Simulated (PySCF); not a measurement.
Gas-phase reaction: GeCl₄ → GeCl₂ + Cl₂

Energies from PySCF (xtb for GFN2), thermal terms from the rigid-rotor harmonic-oscillator model, ideal gas at 1 bar. † marks an energy on the PBE0/def2-TZVP geometry and frequencies; other levels use their own. CCSD(T) freezes the core. 6-31G* has spherical d functions here. All species are closed-shell singlets. Ge: all electrons, no relativistic terms. CCSD(T) isn't extrapolated to the basis-set limit; its ΔH°(298 K) is 370.6 kJ in def2-SVP and 362.0 kJ in def2-TZVPP. The harmonic model lacks anharmonicity and excited electronic states, which grow with temperature; levels with a mode under 35 cm⁻¹ are left out.

| level | ΔE electronic, kJ | ΔH°(298 K), kJ | ΔS°(298 K), J/K | ΔG°(1400 K), kJ |
|---|---|---|---|---|
| BLYP/def2-TZVP† | 265 | 260 | 169 | 35 |
| CCSD(T)/def2-SVP† | 375 | 371 | 169 | 145 |
| GFN2-xTB | 197 | 193 | 157 | -14 |
| HF/6-31G* | 361 | 356 | 173 | 125 |
| M06-2X/def2-TZVP† | 366 | 361 | 169 | 136 |
| PBE/def2-SVP | 329 | 325 | 168 | 101 |
| PBE/def2-TZVP† | 306 | 301 | 169 | 76 |
| PBE0/def2-TZVP | 340 | 335 | 169 | 110 |
ΔH° is lowest at GFN2-xTB and highest at CCSD(T)/def2-SVP†. No reference value is set beside these.
